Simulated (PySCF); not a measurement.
Compound: C7H9P2Si (charge -1).
Z-matrix (Å and degrees, PBE0-D3(BJ)/def2-SVP geometry), rows numbered from 1:
```
C 
C   1  1.3473
C   2  1.4559  1  128.33
P   3  1.7502  2  119.39  1  -179.02
C   4  1.7629  3   95.84  2   179.97
C   5  1.4579  4  123.04  3  -179.92
C   6  1.3464  5  128.81  4     1.98
C   5  1.4175  4  115.48  3     0.11
Si  8  1.8513  5  125.08  4  -179.71
P   8  1.7515  5  117.39  4    -0.12
H   1  1.0936  2  121.05  3  -179.95
H   1  1.0947  2  121.42  3     0.06
H   2  1.1005  1  116.97  3  -179.94
H   6  1.1007  5  114.80  4  -178.04
H   7  1.0946  6  121.43  5     0.13
H   7  1.0934  6  120.97  5  -179.81
H   9  1.5002  8  110.32  5   179.29
H   9  1.5079  8  114.56  5    59.51
H   9  1.5082  8  114.65  5   -60.93
```

The closed-shell ground state was solved at several levels (PySCF, density fitting, gas phase, non-relativistic). The geometry's basis has no diffuse functions, a weakness for an anion. No diffuse functions stand in pcSseg-1, which bears on an anion's orbital energies.

```json
{"level": "PBE0/def2-SVPD", "basis functions": "284", "HOMO (eV)": "-1.57", "LUMO (eV)": "2.40", "gap (eV)": "3.97"}
{"level": "HF/pcSseg-1", "basis functions": "236", "HOMO (eV)": "-2.91", "LUMO (eV)": "5.73", "gap (eV)": "8.64"}
```

(1) What might PBE0/pcSseg-1 (236 basis functions) give for the same quantities?

(2) Over all these levels, which gives the widest orbital gap and which the narrowest?

Results:

(1) HOMO -1.52 eV, LUMO 2.51 eV, gap 4.03 eV.

(2) HF/pcSseg-1 (Hartree–Fock, all exact exchange) has the widest, 8.64 eV, and PBE0/def2-SVPD (global hybrid, 25 % exact exchange) the narrowest, 3.97 eV. Functional and basis both differ between the two, so the spread mixes both effects.

One conformer stands for the species.
